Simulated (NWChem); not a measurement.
Molecule: CH₅NOSi₂; SMILES C1=N[SiH2][SiH2]O1

```xyz
10

C      1.5613    -0.0382     0.0000
N      1.0223    -1.1904     0.0000
Si    -0.7452    -1.2057     0.0000
Si    -0.7951     1.1404     0.0000
O      0.9351     1.1770     0.0000
H      2.6456     0.0968     0.0000
H     -1.2812    -1.8842     1.2085
H     -1.2812    -1.8842    -1.2085
H     -1.2614     1.8658    -1.2096
H     -1.2614     1.8658     1.2096
```
Atoms are numbered in this order, from 1.

Program: NWChem. Pople sets run with spherical d functions. Medium grid unless said otherwise, to which SCAN and Minnesota functionals are sensitive. The geometry was optimised at B3LYP/6-31G* (spherical d).

**Question.** Among these, which level gives the highest value of “orbital gap (eV)”?
A) Hartree-Fock/6-31G*
B) B3LYP/6-31G*
C) MN15-L/6-31G*
D) PBE0/6-31G*

**Answer.** A, Hartree-Fock/6-31G*. Values: MN15-L/6-31G* 5.72; B3LYP/6-31G* 6.56; PBE0/6-31G* 7.00; Hartree-Fock/6-31G* 13.07
